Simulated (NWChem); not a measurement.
System: C$_{2}$H$_{6}$Be; SMILES [CH3][Be][CH3]

NWChem printed, in part:

```
             Northwest Computational Chemistry Package (NWChem) 7.3.0
             --------------------------------------------------------

                             Geometry "geometry" -> ""
                             -------------------------

 Output coordinates in angstroms (scale by  1.889725989 to convert to a.u.)

  No.       Tag          Charge          X              Y              Z
 ---- ---------------- ---------- -------------- -------------- --------------
    1 Be                   4.0000     0.00000200     0.00000200     0.00000000
    2 C                    6.0000    -0.00000100     0.00000100     1.68029800
    3 H                    1.0000    -0.91292900     0.46006000     2.09958300
    4 H                    1.0000     0.85488500     0.56058800     2.09958600
    5 H                    1.0000     0.05804100    -1.02064800     2.09957900
    6 C                    6.0000     0.00000300    -0.00000100    -1.68029800
    7 H                    1.0000    -1.02190900     0.02813300    -2.09957600
    8 H                    1.0000     0.48659300    -0.89906700    -2.09958300
    9 H                    1.0000     0.53532000     0.87093100    -2.09958600

 Effective nuclear repulsion energy (a.u.)      51.1980461855

                              NWChem Property Module
                              ----------------------

  itol2e modified to match energy
  convergence criterion.

                                 NWChem DFT Module
                                 -----------------

 Summary of "ao basis" -> "ao basis" (spherical)
 ------------------------------------------------------------------------------
       Tag                 Description            Shells   Functions and Types
 ---------------- ------------------------------  ------  ---------------------
 Be                         pcsseg-1                 6       12   3s3p
 C                          pcsseg-1                 7       17   3s3p1d
 H                          pcsseg-1                 3        5   2s1p

  itol2e modified to match energy
  convergence criterion.

            General Information
            -------------------
          SCF calculation type: DFT
          Wavefunction type:  closed shell.
          No. of atoms     :     9
          No. of electrons :    22
           Alpha electrons :    11
            Beta electrons :    11
          Charge           :     0
          Spin multiplicity:     1
          Use of symmetry is: off; symmetry adaption is: off
          Maximum number of iterations: 150
          AO basis - number of functions:    76
                     number of shells:    38
          Convergence on energy requested:  1.00D-07
          Convergence on density requested:  1.00D-05
          Convergence on gradient requested:  5.00D-04

              XC Information
              --------------
                         PBE0 Method XC Functional
                     Hartree-Fock (Exact) Exchange  0.250
          PerdewBurkeErnzerhof Exchange Functional  0.750
            Perdew 1991 LDA Correlation Functional  1.000 local
           PerdewBurkeErnz. Correlation Functional  1.000 non-local

             Grid Information
             ----------------
          Grid used for XC integration:  fine
          Radial quadrature: Mura-Knowles
          Angular quadrature: Lebedev.
          Tag              B.-S. Rad. Rad. Pts. Rad. Cut. Ang. Pts.
          ---              ---------- --------- --------- ---------
          Be                  1.05       70           9.0       590
          C                   0.70       70          11.0       590
          H                   0.35       60          12.0       590
          Grid pruning is: on
          Number of quadrature shells:   570
          Spatial weights used:  Erf1

      Superposition of Atomic Density Guess
      -------------------------------------

 Sum of atomic energies:         -92.86362981

      Non-variational initial energy
      ------------------------------

 Total energy =     -94.359287
 1-e energy   =    -223.122677
 2-e energy   =      77.565344
 HOMO         =      -0.357920
 LUMO         =       0.012725

   convergence    iter        energy       DeltaE   RMS-Dens  Diis-err
 ---------------- ----- ----------------- --------- --------- ---------
 d= 0,ls=0.0,diis     1    -94.3917199042 -1.46D+02  6.16D-03  2.55D-01
 d= 0,ls=0.0,diis     2    -94.4127425359 -2.10D-02  2.84D-03  8.30D-02
 d= 0,ls=0.0,diis     3    -94.4214920125 -8.75D-03  8.80D-04  1.71D-02
 d= 0,ls=0.0,diis     4    -94.4236746214 -2.18D-03  4.22D-05  2.13D-06
 d= 0,ls=0.0,diis     5    -94.4236751951 -5.74D-07  6.05D-06  2.47D-07
 d= 0,ls=0.0,diis     6    -94.4236752359 -4.08D-08  1.26D-06  8.59D-09

         Total DFT energy =      -94.423675235881
      One electron energy =     -226.799347981494
           Coulomb energy =       96.993000028075
    Exchange-Corr. energy =      -15.815373467986
 Nuclear repulsion energy =       51.198046185525

 Numeric. integr. density =       21.999999210207

                       DFT Final Molecular Orbital Analysis
                       ------------------------------------

 Vector    9  Occ=2.000000D+00  E=-3.862803D-01
              MO Center=  1.6D-01,  1.1D-01,  2.3D-05, r^2= 4.8D+00
   Bfn.  Coefficient  Atom+Function         Bfn.  Coefficient  Atom+Function
  ----- ------------  ---------------      ----- ------------  ---------------
    72     -0.262982  9 H  s                 35      0.251263  4 H  s
    40     -0.197890  5 H  s                 20      0.177710  2 C  py
    52     -0.178078  6 C  py                62      0.157953  7 H  s
    19      0.140677  2 C  px                55     -0.140541  6 C  py
    23      0.139724  2 C  py                51     -0.140206  6 C  px

 Vector   10  Occ=2.000000D+00  E=-3.275293D-01
              MO Center=  1.9D-06,  8.6D-07,  5.9D-06, r^2= 3.1D+00
   Bfn.  Coefficient  Atom+Function         Bfn.  Coefficient  Atom+Function
  ----- ------------  ---------------      ----- ------------  ---------------
     2      0.275335  1 Be s                 21     -0.246181  2 C  pz
    53      0.246180  6 C  pz                24     -0.210749  2 C  pz
    56      0.210748  6 C  pz                 1     -0.193977  1 Be s
    18     -0.113195  2 C  pz                50      0.113195  6 C  pz
     3      0.094883  1 Be s                 15      0.089250  2 C  s

[...]

          -----------------------------------------
          Chemical Shielding Tensors (GIAO, in ppm)
          -----------------------------------------

                                NWChem CPHF Module
                                ------------------

  scftype          =     RHF
  nclosed          =       11
  nopen            =        0
  variables        =      715
  # of vectors     =        3
  tolerance        = 0.10D-03
  level shift      = 0.00D+00
  max iterations   =       50
  max subspace     =       30

 SCF residual:    5.5918525512721721E-006

Iterative solution of linear equations
  No. of variables      715
  No. of equations        3
  Maximum subspace       30
        Iterations       50
       Convergence  1.0D-04

   iter   nsub   residual    time
   ----  ------  --------  ---------
     1      3    4.56D-01      14.5
     2      6    2.78D-02      16.3
     3      9    1.03D-03      18.4
     4     12    4.35D-05      20.2

      Atom:    1  Be
        Diamagnetic
    133.5956     -0.0000     -0.0000
     -0.0000    133.5956      0.0000
     -0.0000      0.0000    160.3756

        Paramagnetic
    -99.2672     -0.0000     -0.0002
     -0.0000    -99.2671      0.0001
     -0.0002      0.0001     -2.3070

        Total Shielding Tensor
     34.3284     -0.0000     -0.0002
     -0.0000     34.3284      0.0001
     -0.0002      0.0001    158.0687

           isotropic =      75.5752
          anisotropy =     123.7402

          Principal Components and Axis System
                 1           2           3
              158.0687     34.3284     34.3284

      1        -0.0000     -0.5840      0.8117
      2         0.0000      0.8117      0.5840
      3         1.0000     -0.0000      0.0000

      Atom:    2  C
        Diamagnetic
    252.1553      0.0000     -0.0000
      0.0000    252.1553     -0.0000
     -0.0000     -0.0000    256.6111

        Paramagnetic
    -58.3331      0.0000     -0.0001
      0.0000    -58.3331      0.0000
     -0.0001      0.0000    -55.3288

        Total Shielding Tensor
    193.8222      0.0000     -0.0001
      0.0000    193.8222      0.0000
     -0.0001      0.0000    201.2823

           isotropic =     196.3089
          anisotropy =       7.4601

          Principal Components and Axis System
                 1           2           3
              201.2823    193.8222    193.8222

      1        -0.0000      0.6341      0.7733
      2         0.0000      0.7733     -0.6341
      3         1.0000      0.0000      0.0000

      Atom:    3  H
        Diamagnetic
     34.1802     -4.8489     -5.2520
     -4.8489     26.9990      2.6480
     -5.2520      2.6480     28.9774

        Paramagnetic
      0.7461      1.5283      1.7213
      1.5283      2.9760     -0.8620
      1.7213     -0.8620      1.6671

        Total Shielding Tensor
     34.9263     -3.3206     -3.5307
     -3.3206     29.9750      1.7860
     -3.5307      1.7860     30.6445

           isotropic =      31.8486
          anisotropy =      10.0795

          Principal Components and Axis System
                 1           2           3
               38.5683     28.6691     28.3084

      1         0.7994      0.4134      0.4360
      2        -0.4017     -0.1718      0.8995
      3        -0.4467      0.8942     -0.0288
```

Level: PBE0/pcSseg-1, GIAO. Structure relaxed at the PBE0/def2-SVP level. The printed shielding anisotropy is the first printed principal value minus the mean of the other two.

Question: Reconstruct the input file.

Answer: Several could match; the one computed here: the input that was run:
```
start job
memory heap 200 mb stack 900 mb global 1100 mb
geometry units angstroms noautosym nocenter noautoz
  Be     0.000002     0.000002     0.000000
  C     -0.000001     0.000001     1.680298
  H     -0.912929     0.460060     2.099583
  H      0.854885     0.560588     2.099586
  H      0.058041    -1.020648     2.099579
  C      0.000003    -0.000001    -1.680298
  H     -1.021909     0.028133    -2.099576
  H      0.486593    -0.899067    -2.099583
  H      0.535320     0.870931    -2.099586
end
basis spherical
  * library pcsseg-1
end
dft
  xc pbe0
  iterations 150
end
property
  shielding 3 1 2 3
end
task dft property
```
